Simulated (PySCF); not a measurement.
## Structure from NMR data

An unknown has the formula C₂H₈O₂Si. Its calculated NMR data are:

1H NMR (600 MHz, computed): δ 1.20 (br s, 2H), 0.09 (s, 6H).

13C{1H} NMR (computed): δ 1.1 (CH3, 2C).

[PySCF: structure optimised with PBE0-D3(BJ)/def2-TZVP; GIAO B97-2/pcSseg-2 shieldings; in vacuum; no relativistic terms; single conformer; equivalent nuclei averaged]

Referencing at the same level of theory: TMS for 1H and 13C.

Propose a structure and justify it.

Answers


- Rings plus π bonds: 0.
- 1 carbon signal for 2 carbons: some carbons are equivalent by symmetry or fast rotation.
- Carbon types of the structure: 2 × CH3, leaving 2 H on heteroatoms.
- δC 1.1: methyl carbon bonded to Si; an electropositive neighbour leaves it electron-rich and shielded.
- δH 1.20: hydrogen on an oxygen bonded to Si; exchangeable, gas-phase position.
- δH 0.09: hydrogen on a methyl carbon bonded to Si; an electropositive neighbour shields it, as in TMS itself.

These data were computed for SMILES C[Si](C)(O)O.

The data come from this structure; uniqueness wasn't tested.

The OH or NH signal is concentration- and solvent-dependent in practice; the value given is the gas-phase one. Shifts are as computed. Against solution values, carbons near 30 ppm lie about +3 ppm off and those near 130 ppm about +7 ppm. Of 1211 compounds with measured shifts, 218 miss one by over three times the rms of a fit or turn the order of signals round; such compounds aren't used in these exercises.
